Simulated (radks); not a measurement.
Removal energies from the osmium ion Os6+, [Xe] 4f14 5d2, by Delta-SCF beside the eigenvalue of the level emptied. Method: non-relativistic Kohn-Sham, PBE, spin-polarised, spherical densities, point nucleus; computed with a radial shooting solver on a logarithmic mesh with Libxc functionals. Open shells are filled with parallel spins first.

removed from         final configuration  Delta-SCF (eV)  -eigenvalue (eV)
5d                         [Xe] 4f14 5d1          87.192            79.549
5p            [Kr] 4d10 4f14 5s2 5p5 5d2          131.07            122.30
4f                         [Xe] 4f13 5d2          157.28            142.28
5s            [Kr] 4d10 4f14 5s1 5p6 5d2          159.53            150.24
